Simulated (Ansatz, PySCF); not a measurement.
Dimer: CH4O (SMILES CO) (first 6 atoms) with CH6Si (SMILES C[SiH3]); geometry from B3LYP-D3(BJ)/def2-TZVP, rigid monomers moved along the line of their centres of mass till O2···Si8 is 5.89 Å.
(charge 0, multiplicity 1):
```xyz
14

C      0.33690    -0.27053    -0.27642
O      0.52993     0.78422     0.65793
H     -0.21442    -1.10857     0.16176
H      1.32678    -0.62097    -0.56478
H     -0.18588     0.07090    -1.17587
H     -0.33090     1.10812     0.94283
C      1.11489     0.08375     6.62319
Si    -0.60484    -0.56833     6.28092
H      1.58312     0.38998     5.68743
H      1.73467    -0.68396     7.09030
H      1.08025     0.94376     7.29454
H     -1.45810     0.47408     5.65045
H     -1.27876    -0.98142     7.53793
H     -0.57346    -1.74163     5.37505
```

Interaction energies are E(AB) − E(A) − E(B) at the monomers' geometry in the complex; basis-set methods are counterpoise corrected.

Cores are frozen in the correlated methods.

Codes used: Ansatz (Gaussian basis) for Hartree–Fock, density functionals and correlated methods; PySCF for the dispersion terms. Values without a source in brackets are computed.

PBE/def2-TZVPPD gives -0.19 kcal/mol for the interaction energy.

Question: Predict the shift from PBE, with its sign, for: PBE-D3(BJ)/def2-TZVPPD, r2SCAN/def2-TZVPPD, B3LYP/def2-TZVPPD, wB97M-V/def2-TZVPPD, MP2/aug-cc-pV(D+d)Z, CCSD(T)/aug-cc-pV(D+d)Z.

Answer: PBE-D3(BJ)/def2-TZVPPD -0.10; r2SCAN/def2-TZVPPD 0.01; B3LYP/def2-TZVPPD 0.04; wB97M-V/def2-TZVPPD -0.08; MP2/aug-cc-pV(D+d)Z -0.07; CCSD(T)/aug-cc-pV(D+d)Z -0.07 kcal/mol. 2 of 6 lie above PBE; the widest gap is to PBE-D3(BJ)/def2-TZVPPD.

Ansatz is an electronic-structure program.
